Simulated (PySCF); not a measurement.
Job file and geometry (Å, from GFN2-xTB) of an NMR shielding run on SMILES C[C@@H]1C[C@H](C#N)O[SiH2]1, C5H9NOSi, PySCF, GIAO PBE0/pcSseg-1 NMR shielding, non-relativistic, gas phase; density fitting, a coarse starting grid and PySCF grid level 2 are the driver's defaults:

```
$ OMP_NUM_THREADS=1 python probes_run.py task.json out

{"job": {"kind": "nmr", "xc": "PBE0", "basis": "pcSseg-1"}, "charge": 0, "multiplicity": 1}
C     -2.178063    -0.027289     0.189411
C     -0.785043     0.513570    -0.098052
C      0.100788    -0.522721    -0.795391
C      1.560745    -0.080467    -0.590161
C      2.457008    -1.211464    -0.727540
N      3.140792    -2.121159    -0.830191
O      1.708380     0.491279     0.690430
Si     0.313426     0.971797     1.402023
H     -2.674373    -0.329936    -0.731990
H     -2.786337     0.734645     0.670409
H     -2.128821    -0.890588     0.849307
H     -0.884795     1.382580    -0.757917
H     -0.037573    -1.495110    -0.315438
H     -0.120532    -0.628856    -1.858308
H      1.843856     0.675216    -1.339286
H      0.403422     2.403241     1.655163
H      0.060123     0.147291     2.577620
```

Problem. Write the output of this run.

Solution. 
```
coarse grid: 14784 points
cycle   1  E = -614.6906675667  dE =  1.139e+00  |g| = 7.862e-01  |ddm| = 3.791e+00
cycle   2  E = -614.4594382432  dE =  2.312e-01  |g| = 1.343e+00  |ddm| = 1.812e+00
cycle   3  E = -614.8051109897  dE = -3.457e-01  |g| = 2.134e-01  |ddm| = 1.227e+00
cycle   4  E = -614.8135359127  dE = -8.425e-03  |g| = 8.741e-02  |ddm| = 1.929e-01
cycle   5  E = -614.8149955957  dE = -1.460e-03  |g| = 2.423e-02  |ddm| = 8.127e-02
cycle   6  E = -614.8151189782  dE = -1.234e-04  |g| = 5.006e-03  |ddm| = 2.401e-02
cycle   7  E = -614.8151246540  dE = -5.676e-06  |g| = 1.170e-03  |ddm| = 5.790e-03
final grid: 138520 points
cycle   8  E = -614.8729621649  dE = -3.119e-05  |g| = 1.102e-02  |ddm| = 3.148e-02
cycle   9  E = -614.8729336059  dE =  2.856e-05  |g| = 1.639e-02  |ddm| = 2.161e-02
cycle  10  E = -614.8729870217  dE = -5.342e-05  |g| = 1.479e-03  |ddm| = 1.364e-02
cycle  11  E = -614.8729874542  dE = -4.325e-07  |g| = 4.664e-04  |ddm| = 1.502e-03
cycle  12  E = -614.8729874904  dE = -3.614e-08  |g| = 2.410e-04  |ddm| = 4.890e-04
cycle  13  E = -614.8729875019  dE = -1.153e-08  |g| = 4.518e-05  |ddm| = 1.761e-04
cycle  14  E = -614.8729875023  dE = -4.361e-10  |g| = 1.275e-05  |ddm| = 4.816e-05
converged SCF energy = -614.8729875023

GIAO shielding tensors (ppm)
atom      isotropic    diamagn.    paramagn.     s11        s22        s33       span
  0 C      170.603     244.380     -73.777    156.696    168.685    186.429     29.733
  1 C      162.481     253.465     -90.985    142.820    165.715    178.907     36.087
  2 C      141.730     252.009    -110.279    112.436    145.140    167.614     55.178
  3 C      119.054     244.039    -124.985     79.411    118.040    159.712     80.301
  4 C       62.460     260.061    -197.601    -58.475    -50.681    296.537    355.012
  5 N      -37.090     339.502    -376.593   -203.481   -180.990    273.199    476.680
  6 O      289.487     395.810    -106.322    253.732    261.990    352.740     99.007
  7 Si     344.636     880.497    -535.861    298.918    329.914    405.075    106.158
  8 H       30.177      28.996       1.181     25.446     27.832     37.253     11.807
  9 H       30.370      28.479       1.891     25.350     27.795     37.966     12.616
 10 H       30.720      29.924       0.796     26.374     29.069     36.718     10.343
 11 H       30.095      32.812      -2.717     25.843     28.422     36.019     10.176
 12 H       29.909      33.322      -3.413     25.353     30.287     34.089      8.736
 13 H       29.337      31.959      -2.622     25.371     28.035     34.606      9.236
 14 H       27.111      28.067      -0.956     23.773     24.912     32.650      8.877
 15 H       26.720      29.410      -2.690     23.148     24.407     32.606      9.458
 16 H       26.921      29.912      -2.992     23.486     24.886     32.391      8.905
```

Problem. Turn these shieldings into chemical shifts. Referencing at the same level of theory: TMS for $^{13}$C (σ = 186.93 ppm), $^{29}$Si (σ = 349.16 ppm), $^{1}$H (σ = 31.72 ppm); $^{15}$N (σ = 267.73 ppm) vs NH3; $^{17}$O (σ = 336.08 ppm) vs H2O.

Solution. Averaging equivalent atoms: C 4: 124.5; C 3: 67.9; C 2: 45.2; C 1: 24.4; C 0: 16.3; N 5: 304.8; O 6: 46.6; Si 7: 4.5; H 15: 5.00; H 16: 4.80; H 14: 4.61; H 13: 2.38; H 12: 1.81; H 11: 1.62; H 8/9/10: 1.29 ppm. Experimental scales use liquid or dissolved standards, which lie at an offset from isolated NH3 (liquid NH3: subtract about 20 ppm) and H2O (liquid H2O: subtract about 36 ppm). Unscaled 15N shifts of sp2 nitrogen come out 20 to 40 ppm too high even then.

Size and cost of the density-fitted run: 188 basis functions, 48 s wall time on 1 thread of an Arm Neoverse N1, shared host; peak memory 0.85 GiB.
